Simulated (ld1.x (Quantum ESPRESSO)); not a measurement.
# Configuration tests for aluminium (Al) (RRKJ)

aluminium (Al), norm-conserving RRKJ (Kleinman–Bylander form), made with ld1.x (Quantum ESPRESSO) 7.5 (PBE, scalar-relativistic). Core [He], reference 2s2 2p6 3s1.5 3p1.5. Waves: 2p (bound): rc 0.85 bohr; 2s (bound): rc 0.90 bohr. Local part: the s channel. Core correction: none.

Occupied shells without a wave of their own: 3p, 3s. They enter only through the test configuration that unscreens the potential.

Energies are relative to the spin-unpolarised reference configuration 2s2 2p6 3s1.5 3p1.5; without spin polarisation the order of configurations can differ from experiment.

```
valence configuration  charge  ΔE all-electron (eV)  error AE − PS (meV)
      2s2 2p6 3s2 3p1       0                -2.546                 +106
      2s2 2p6 3s2 3p0      +1                 3.215                 +111
      2s2 2p6 3s1 3p0      +2                22.441                 -202
      2s2 2p6 3s0 3p3       0                 7.905                 -363
      2s2 2p5 3s2 3p1      +1                80.268                 +520
```

Task: What are ΔE and the potential's error for 2s2 2p6 3s2 3p1.3?

Result: ΔE = -3.121 eV all-electron; the error (AE − PS) is +105 meV.

Task: What are ΔE and the potential's error for 2s2 2p6 3s1 3p2?

Result: ΔE = 2.593 eV all-electron; the error (AE − PS) is -114 meV.

Levels in the configuration 2s2 2p6 3s1 3p0:

| level | all-electron (eV) | pseudo (eV) |
| --- | --- | --- |
| 2s | -128.767 | -128.897 |
| 2p | -90.261 | -90.364 |
| 3s | -23.748 | -24.141 |

The 3p, 3s levels have no wave, so the channel is fitted at the deeper level alone: the likely source of the large errors.
